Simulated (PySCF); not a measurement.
CH4ClF2NSi, SMILES CN[Si](F)(F)Cl. Atoms are numbered in the order given.

```xyz
10

C     -2.3636     0.1525     0.7130
N     -0.9865     0.4601     1.0676
Si     0.3757     0.2671     0.0947
F      1.6751     0.1917     1.0403
F      0.6731     1.4743    -0.9317
Cl     0.2210    -1.4091    -1.0499
H     -2.8579    -0.4283     1.5089
H     -2.3795    -0.4640    -0.1977
H     -2.9631     1.0588     0.5190
H     -0.8626     0.9198     1.9637
```
Charge 0, spin multiplicity 1.

Geometry: ωB97X-D3(BJ)/def2-SVP. This is a generated structure with no PubChem entry under its InChIKey; it may be hypothetical. Other conformers were not sampled.

Computed with PBE/pcSseg-1 in PySCF.

GIAO shieldings, no solvent; atoms listed in one row are averaged. δ = σ(ref) − σ: ¹³C against TMS (σ = 182.0 ppm); ¹⁵N against NH3 (σ = 267.0 ppm); ²⁹Si against TMS (σ = 335.4 ppm); ¹⁹F against CFCl3 (σ = 133.6 ppm); ³⁵Cl against HCl (σ = 936.5 ppm); ¹H against TMS (σ = 31.49 ppm), references at their B3LYP-D3(BJ)/def2-TZVP geometries, non-relativistic (without spin–orbit terms, shifts of atoms bonded to Cl or Br come out too high).

Computed chemical shifts:
```tsv
nucleus	atoms	count	δ (ppm)
¹³C	C1	1	32.2
¹⁵N	N2	1	43.3
²⁹Si	Si3	1	-45.2
¹⁹F	F5	1	-137.6
¹⁹F	F4	1	-165.6
³⁵Cl	Cl6	1	30.0
¹H	H7, H8, H9	3	3.01
¹H	H10	1	1.20
```
